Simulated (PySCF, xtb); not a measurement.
CH11NSi4, SMILES N[SiH2][SiH]1[SiH2]C[SiH2]1.

GFN2-xTB in xtb at its own geometry gives an orbital gap of 3.45 eV and a dipole moment of 1.73 D.

The structure is a stationary point at PBE-D3(BJ)/def2-SVP. The structure was generated by enumeration, and PubChem lists no compound with its InChIKey, so it may never have been made. The values are those of a single conformer.

Q: What does PBE/def2-TZVP run with PySCF give? (The exact figures need the calculation; the answer reports its results.)

A: gap 4.59 eV (levels -5.99 and -1.41 eV), dipole 1.07 D.
